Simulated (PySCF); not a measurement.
C6H6N (doublet state).
Geometry (GFN2-xTB, Å), atoms numbered from 1 in this order:
```
atom  x, y, z in Å
C1    -2.3291    0.1646    1.3410
C2    -1.6271   -0.3311    0.5076
C3    -0.7125   -0.8394   -0.5026
C4     0.4691    0.0795   -0.6251
N5     0.2589    1.3073   -1.2453
C6     1.7044   -0.2893   -0.1679
C7     2.7952   -0.6355    0.2430
H8    -2.9601    0.5621    2.0786
H9    -0.3770   -1.8388   -0.2164
H10   -1.2418   -0.9054   -1.4609
H11   -0.6849    1.6602   -1.1699
H12    0.9688    2.0025   -1.0678
H13    3.7317   -0.9361    0.6035
```

The hyperfine couplings belong to this conformer and change with its torsions.

Identity: `C#CC[C](N)C#C` [radical].

Method used: PySCF 2.14.0, UKS B3LYP, pcH-1 on C H N, non-relativistic, mean-field spin-orbit, GIAO. The structure is a single GFN2-xTB conformer in the gas phase; no vibrational or solvent corrections. A GFN2-xTB geometry isn't a minimum of the functional, and hyperfine couplings can be far from their values at a DFT geometry. No stability test was run, so a lower SCF solution isn't excluded.

Question: Predict the first-order ENDOR lines of C6, C4, C2, C7, C3, C1, N5, H13, H9/H10 and H11/H12 under fast tumbling at B = 348.3 mT (X band).

Answer: For S = 1/2 in fast tumbling each set of equivalent nuclei gives two lines, ν± = |νn ± a/2| to first order, with νn = g_N μN B/h and μN/h = 7.62259 MHz/T.

```
 nuclei  isotope     g_N  νn (MHz)  a_iso (MHz)  lower line (MHz)  upper line (MHz)
     C6      13C  1.4048      3.73       -58.26             25.40             32.86
     C4      13C  1.4048      3.73        55.28             23.91             31.37
     C2      13C  1.4048      3.73        50.27             21.40             28.86
     C7      13C  1.4048      3.73        38.13             15.34             22.80
     C3      13C  1.4048      3.73       -23.23              7.89             15.35
     C1      13C  1.4048      3.73         4.18              1.64              5.82
     N5      14N  0.4038      1.07        20.57              9.21             11.36
    H13       1H  5.5857     14.83       -36.47              3.41             33.07
 H9/H10       1H  5.5857     14.83        25.48              2.09             27.57
H11/H12       1H  5.5857     14.83         8.87             10.40             19.26
```

The rows for 13C, of low natural abundance, apply to labelled samples.

Question: Which pairs are centred on the nuclear Larmor frequency, and which on half the coupling?

Answer: Centred on νn, since |a| < 2νn: C1, H9/H10 and H11/H12. Centred on |a|/2 and split by 2νn: C6, C4, C2, C7, C3, N5 and H13.

Question: At what field would the lower line of H13 fall to zero frequency?

Answer: Where νn = |a|/2, that is B = 18.24 MHz/(5.5857 × 7.62259 MHz/T) = 428 mT, as far as first order holds there.

Means are taken over nuclei equivalent by connectivity, which assumes that they swap fast. The 1H value of +25.5 MHz is a mean of couplings from 4.7 to 46.3 MHz in this one geometry, not an average over conformers. The 1H value of +8.9 MHz is a mean of couplings from 2.3 to 15.5 MHz in this one geometry, not an average over conformers.
